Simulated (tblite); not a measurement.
Compound: C5H13GeN.
Atom-mapped SMILES: `[CH2:1]=[CH:2][C@H:3]([NH2:4])[CH2:5][CH2:6][GeH3:7]` (hydrogens: H8, H9 on C1; H10 on C2; H11 on C3; H12, H13 on N4; H14, H15 on C5; H16, H17 on C6; H18, H19, H20 on Ge7)

Computed with GFN2-xTB (tblite), gas phase: L-BFGS steps from a force-field or distance-geometry start until the largest atomic force falls under 0.01 eV/Å.

Step 43: E = -601.9946 eV
```
atom  x, y, z in Å  |  force x, y, z in eV/Å
C1     -3.2386   -0.5384    0.7048   -0.005  -0.044   0.014
C2     -2.0940   -0.6612    0.0599    0.009   0.024  -0.037
C3     -0.9400    0.2995    0.2010   -0.009  -0.020   0.025
N4     -1.0423    1.4147   -0.7389    0.026   0.001   0.004
C5      0.3894   -0.4272   -0.0163   -0.010  -0.004   0.019
C6      1.5825    0.4994    0.1637    0.034   0.010   0.015
Ge7     3.3115   -0.3197   -0.3018    0.043  -0.028  -0.017
H8     -4.0591   -1.2159    0.5399   -0.032   0.012   0.019
H9     -3.3961    0.2413    1.4317   -0.016   0.008   0.027
H10    -1.9605   -1.4481   -0.6701   -0.007  -0.017  -0.053
H11    -0.9644    0.7425    1.2048    0.049   0.006   0.000
H12    -1.9425    1.8669   -0.6284   -0.019   0.053  -0.026
H13    -0.9798    1.0727   -1.6923   -0.033  -0.031  -0.038
H14     0.4433   -1.2612    0.6862    0.053  -0.031   0.018
H15     0.3980   -0.8447   -1.0274    0.007   0.009  -0.022
H16     1.6263    0.8461    1.1958   -0.013   0.004   0.087
H17     1.4370    1.3879   -0.4510   -0.017   0.019  -0.048
H18     3.6209   -1.5501    0.4982   -0.031   0.051   0.011
H19     4.4288    0.6529   -0.0767   -0.008  -0.051  -0.013
H20     3.3747   -0.7466   -1.7370   -0.021   0.031   0.014
```

Step 44: E = -601.9963 eV
```
atom  x, y, z in Å  |  force x, y, z in eV/Å
C1     -3.2342   -0.5427    0.7119   -0.001  -0.041   0.002
C2     -2.0981   -0.6581    0.0504    0.005   0.058  -0.043
C3     -0.9431    0.3012    0.1963    0.026  -0.045   0.053
N4     -1.0357    1.4163   -0.7453    0.013  -0.055   0.013
C5      0.3862   -0.4307   -0.0087    0.014   0.005   0.007
C6      1.5802    0.4972    0.1688    0.047   0.005   0.014
Ge7     3.3133   -0.3168   -0.3009   -0.015  -0.021  -0.051
H8     -4.0608   -1.2117    0.5459   -0.036  -0.010   0.016
H9     -3.3799    0.2252    1.4539   -0.008   0.006   0.023
H10    -1.9736   -1.4313   -0.6969   -0.013   0.005  -0.025
H11    -0.9713    0.7456    1.1989    0.036   0.007   0.013
H12    -1.9392    1.8639   -0.6452   -0.029   0.072  -0.018
H13    -0.9667    1.0685   -1.6958   -0.021  -0.024  -0.072
H14     0.4367   -1.2605    0.7012    0.044   0.005  -0.016
H15     0.3968   -0.8543   -1.0177    0.019   0.003  -0.007
H16     1.6248    0.8452    1.2006   -0.014   0.001   0.081
H17     1.4337    1.3854   -0.4469   -0.022   0.007  -0.041
H18     3.6254   -1.5465    0.4965   -0.024   0.029   0.015
H19     4.4331    0.6528   -0.0807   -0.009  -0.035  -0.008
H20     3.3672   -0.7379   -1.7401   -0.014   0.028   0.043
```

Task: Estimate the geometry and energy of step 45. (The exact step hangs on the optimiser's Hessian estimate; all steps are aligned on step 44, rigid shifts and turns removed.)

Result: E = -601.9976 eV, largest force 0.080 eV/Å
```
atom  x, y, z in Å  |  force x, y, z in eV/Å
C1     -3.2296   -0.5471    0.7186    0.010  -0.024  -0.006
C2     -2.1020   -0.6542    0.0403   -0.018   0.057  -0.024
C3     -0.9454    0.3020    0.1925    0.043  -0.046   0.049
N4     -1.0300    1.4163   -0.7517   -0.010  -0.077   0.000
C5      0.3839   -0.4339   -0.0015    0.038   0.013  -0.001
C6      1.5789    0.4956    0.1740    0.037   0.006   0.017
Ge7     3.3145   -0.3145   -0.3007   -0.059  -0.006  -0.052
H8     -4.0629   -1.2076    0.5519   -0.028  -0.019   0.013
H9     -3.3627    0.2099    1.4752   -0.001  -0.016   0.003
H10    -1.9866   -1.4148   -0.7228   -0.019   0.034   0.004
H11    -0.9780    0.7487    1.1937    0.028   0.004   0.019
H12    -1.9362    1.8615   -0.6607   -0.009   0.069  -0.015
H13    -0.9545    1.0645   -1.7007   -0.015  -0.014  -0.066
H14     0.4304   -1.2591    0.7153    0.043   0.028  -0.042
H15     0.3966   -0.8642   -1.0083    0.028   0.006   0.013
H16     1.6232    0.8445    1.2064   -0.012  -0.006   0.050
H17     1.4303    1.3833   -0.4435   -0.020  -0.014  -0.019
H18     3.6294   -1.5432    0.4946   -0.020   0.008   0.017
H19     4.4365    0.6524   -0.0846   -0.009  -0.022  -0.004
H20     3.3592   -0.7293   -1.7419   -0.008   0.018   0.045
```

The energy changes by -0.0013 eV. The first-order estimate −F·Δx gives -0.0017 eV and the mean of the old and new forces, exact on a quadratic surface, -0.0012 eV. The step makes an angle of 83° with the force vector and moves no atom by more than 0.033 Å.

What follows is the cost of the whole relaxation. The run took 1.6 s wall on an Arm Neoverse N1 with one thread, on a shared host.
